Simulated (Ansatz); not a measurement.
`BC#C` and `C#[C][InH2]` differ in one element.

Ansatz, PBE0-D4/def2-TZVP geometries, multiplicity 1. 

Elements past krypton have def2 core potentials.

```json
{"property": "size of the dipole moment (B3LYP/def2-TZVPP) / D", "`BC#C`": "0.99"}
{"property": "LUMO energy (ωB97M-V/def2-TZVPP) / eV", "`BC#C`": "-0.38"}
{"property": "size of the dipole moment (ωB97M-V/def2-TZVPP) / D", "`BC#C`": "0.95"}
{"property": "HOMO energy (PBE/def2-TZVPP) / eV", "`BC#C`": "-6.88"}
{"property": "HOMO–LUMO gap (PBE/def2-TZVPP) / eV", "`BC#C`": "3.50"}
{"property": "HOMO–LUMO gap (ωB97M-V/def2-TZVPP) / eV", "`BC#C`": "9.95"}
```

Problem. Give the same properties after the change, and the shifts. (Best estimate.)

Solution. Ansatz gave: 
```csv
property,`C#[C][InH2]`,shift
size of the dipole moment (B3LYP/def2-TZVPP) / D,0.29,-0.70
LUMO energy (ωB97M-V/def2-TZVPP) / eV,-0.46,-0.08
size of the dipole moment (ωB97M-V/def2-TZVPP) / D,0.34,-0.61
HOMO energy (PBE/def2-TZVPP) / eV,-6.59,0.29
HOMO–LUMO gap (PBE/def2-TZVPP) / eV,3.84,0.34
HOMO–LUMO gap (ωB97M-V/def2-TZVPP) / eV,9.51,-0.44
```

With PBE0 the HOMO rises by 0.33 eV and the LUMO rises by 0.40 eV, so the gap widens by about 0.07 eV. PBE moves the HOMO by 0.29 eV and ωB97M-V by 0.35 eV. Dipoles are sizes alone; their direction can turn.

B3LYP here is the variant with VWN-RPA as its local correlation; programs differ in this.
